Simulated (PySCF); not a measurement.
PBE on W⁻ (tungsten, charge -1), [Xe] 4f14 5d5 6s2, high-spin 6S determinant. Computed with PySCF 2.14 in aug-cc-pVTZ-PP with ECP60MDF (6s6p5d3f2g, 88 functions), with a scalar-relativistic core potential.

```
cycle= 1 E= -67.3685526736007  delta_E= -0.0259  |g|= 0.0285  |ddm|= 1.62
cycle= 2 E= -67.3658357589197  delta_E= 0.00272  |g|= 0.0649  |ddm|= 0.211
cycle= 3 E= -67.3699530592996  delta_E= -0.00412  |g|= 0.00658  |ddm|= 0.154
cycle= 4 E= -67.3700234816039  delta_E= -7.04e-05  |g|= 0.00283  |ddm|= 0.0624
cycle= 5 E= -67.3700351476023  delta_E= -1.17e-05  |g|= 0.000119  |ddm|= 0.00793
cycle= 6 E= -67.3700351591749  delta_E= -1.16e-08  |g|= 3.12e-06  |ddm|= 0.000551
cycle= 7 E= -67.3700351591905  delta_E= -1.57e-11  |g|= 4.09e-07  |ddm|= 1.55e-05
converged SCF energy = -67.3700351591905  <S^2> = 8.8174928  2S+1 = 6.0224556
```

Highest occupied orbital energy: 1.291 eV; ⟨L²⟩ = 0.00; populations by l: s 4.00, p 6.00, d 5.00, f 0.00.

(1) Can this result be used?

## Answers

(1) With care. Self-consistency was reached. Energies and moments cover only the electrons outside the core potential. Spin-orbit coupling, which splits the p, d and f shells strongly at this Z, is absent. ⟨S²⟩ = 8.82 against 8.75 shows spin contamination. At PBE the highest occupied level has a positive energy, so only the finite basis holds that electron; in a semilocal or global hybrid functional this comes from self-interaction and does not mean that the real anion is unbound.
